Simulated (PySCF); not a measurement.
CdHCl, SMILES [CdH][Cl].

Coordinates come from a B3LYP-D3(BJ)/def2-TZVPD optimisation. The def2 effective core potentials stand for the cores of Cd; spin–orbit coupling is left out.

Computed with HF/def2-TZVPD in PySCF.

Gas-phase values at a fixed geometry.

Estimate the frontier levels, gap, dipole moment and polarisability. (Estimate from the structure and the level; the computed values follow.)


| Property | Result |
|---|---|
| highest occupied level | -11.74 eV |
| lowest empty level | 1.46 eV |
| orbital gap | 13.20 eV |
| dipole moment | 2.54 D |
| quadrupole, principal values (traceless, Buckingham form, about the centre of nuclear charge) | -11.59, 5.80, 5.80 D·Å |
| mean static polarisability | 42.1 bohr³ (6.25 Å³) |
| polarisability, principal values | 36.3, 36.3, 53.9 bohr³ |
